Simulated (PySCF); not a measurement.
Gas-phase reaction: 2 AlI₃ + HOI = Al₂O + 3 I₂ + HI

Computed with PySCF (xtb for GFN2) and rigid-rotor harmonic-oscillator thermochemistry at 1 bar. † marks an energy on the PBE0/def2-TZVP geometry and frequencies; other levels use their own. MP2 and CCSD(T) freeze the core. All species are closed-shell singlets. I: scalar-relativistic def2 core potential, no spin-orbit coupling. MP2 isn't extrapolated to the basis-set limit. CCSD(T) isn't extrapolated to the basis-set limit. Warning, large T1 diagnostic: Al₂O (CCSD(T)/def2-SVP†).

```csv
level,"ΔH°(298 K), kJ"
CCSD(T)/def2-SVP†,534
GFN2-xTB,(withheld)
HF/def2-TZVP†,(withheld)
MP2/def2-SVP†,(withheld)
PBE/def2-TZVP†,513
PBE0/def2-QZVP†,545
PBE0/def2-TZVP,(withheld)
ωB97M-V/def2-TZVP†,526
ωB97X-V/def2-TZVP†,559
```

Question: Some entries are withheld; supply them.

Answer: 
- GFN2-xTB, ΔH°(298 K), kJ: 569
- HF/def2-TZVP†, ΔH°(298 K), kJ: 525
- MP2/def2-SVP†, ΔH°(298 K), kJ: 595
- PBE0/def2-TZVP, ΔH°(298 K), kJ: 551
